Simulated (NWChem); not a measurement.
# CuPH3I; SMILES [PH3]->[Cu][I]

```xyz
6

Cu    -0.0013     0.9071     0.0001
I     -0.0034    -1.4987     0.0000
P      0.0075     3.1021    -0.0002
H      1.0266     3.7908    -0.7074
H      0.1167     3.7969     1.2321
H     -1.1079     3.8044    -0.5256
```
Atoms are numbered in this order, from 1.

The geometry was optimised at PBE0/def2-SVP. def2 effective core potentials on I; no spin-orbit coupling.

Q: List the 6 lowest vertical singlet excitations from B3LYP/def2-SVP with def2 effective core potentials on I, TDA (NWChem).

A: 
| state | energy (eV) | oscillator strength | leading excitation (squared amplitude) |
|---|---|---|---|
| S1 | 4.32 | 0.000 | HOMO → LUMO (0.53) |
| S2 | 4.33 | 0.012 | HOMO → LUMO+2 (0.95) |
| S3 | 4.33 | 0.012 | HOMO−1 → LUMO+2 (0.95) |
| S4 | 4.35 | 0.000 | HOMO−1 → LUMO (0.36) |
| S5 | 4.35 | 0.000 | HOMO−1 → LUMO+1 (0.39) |
| S6 | 4.62 | 0.103 | HOMO → LUMO+1 (0.45) |
